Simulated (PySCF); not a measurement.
Steps of a relaxation of GdO(OH)

GdO(OH) (singlet in the valence; each metal's 4f electrons, 7 of them, lie in its core potential, out of spins and levels). PySCF 2.14.0, RKS PBE0, Gd lcecp-1-SVP with ECP53, O def2-SVP, H def2-SVP; non-relativistic Hamiltonian with scalar-relativistic core potentials where named; density fitting; no spin-orbit coupling. Origin of the start: template. Columns: position (Å) and force (eV/Å). Energies are counted from the last step; some of the 18 steps are shown. Forces carry noise of the integration grid, about 0.01 to 0.03 eV/Å.

Run from Python with OMP_NUM_THREADS=2. Where DIIS fails, smearing, a level shift and second-order steps follow.
It took 3.6 min on 2 threads of Intel(R) Xeon(R) Processor @ 2.50GHz (Skylake/Cascade Lake) (shared host), from the converged density of the start.

```xyz
4
step 0  E = 0.386 eV
Gd    0.0420   -0.0005   -0.1421    -1.55   -0.03   -0.65
O     1.7120   -0.0005    0.6053     0.72    0.01    0.78
O    -1.9440   -0.0005    0.7467     0.32    0.11   -0.39
H    -2.9036    0.0901    0.8057     0.51   -0.08    0.26
```

```xyz
4
step 6  E = 0.088 eV
Gd    0.0008   -0.0255   -0.3885     0.36   -0.02    0.24
O     1.4090    0.0181    0.8215    -0.16    0.00   -0.18
O    -1.8340    0.0090    0.5498    -0.88    0.11    0.08
H    -2.6693    0.0871    1.0330     0.69   -0.09   -0.13
```

```xyz
4
step 11  E = 0.007 eV
Gd   -0.0036   -0.0431   -0.4192    -0.04    0.01   -0.03
O     1.2806    0.0273    0.9092    -0.03    0.00    0.03
O    -1.9458    0.0366    0.3389    -0.31   -0.02    0.65
H    -2.4247    0.0678    1.1868     0.38    0.00   -0.64
```

Where does the relaxation end?

It converges at step 17 in Cs:
```xyz
4
step 17  E = 0
Gd   -0.0102   -0.0376   -0.4334
O     1.2436    0.0261    0.9238
O    -1.9438    0.0250    0.3365
H    -2.3831    0.0753    1.1888
```

How did the contacts change?


| contact | start (Å) | end (Å) |
| --- | --- | --- |
| Gd1–O2 (O) | 1.830 | 1.849 |
| Gd1–O3 (OH) | 2.176 | 2.082 |


An lcecp potential fixes the number of 4f electrons, so in runs with it no electron can move into or out of that shell.
